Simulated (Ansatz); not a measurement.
CH3Cl2MoNO, SMILES `C[N]=[Mo](=[O])([Cl])[Cl]` from Hartree–Fock to CCSD(T)

```xyz
9

C    -0.244    1.534   -0.293
N    -0.105    0.271    0.334
Mo    0.228   -1.405    0.244
O     0.550   -1.723   -1.361
Cl   -1.639   -2.502    0.909
Cl    2.063   -1.798    1.513
H    -0.055    1.466   -1.370
H    -1.258    1.914   -0.128
H     0.461    2.243    0.153
```

Total charge 0; spin multiplicity 1. Correlated methods include outer-core shells of Mo, which these sets cover unevenly. Mo: def2 effective core potential. All single points use the PBE0-D4/def2-TZVP geometry. Frozen core, restricted reference, Ansatz.

```
     basis      HF (Eh)  MP2 corr.  CCSD corr.       (T)  CCSD(T) total
  def2-SVP  -1155.09769   -1.24115    -1.18907  -0.06284    -1156.34960
def2-TZVPP  -1155.65164   -1.63122    -1.56977  -0.09771    -1157.31912
def2-QZVPP  -1155.69044   -1.76031           –         –              –
```
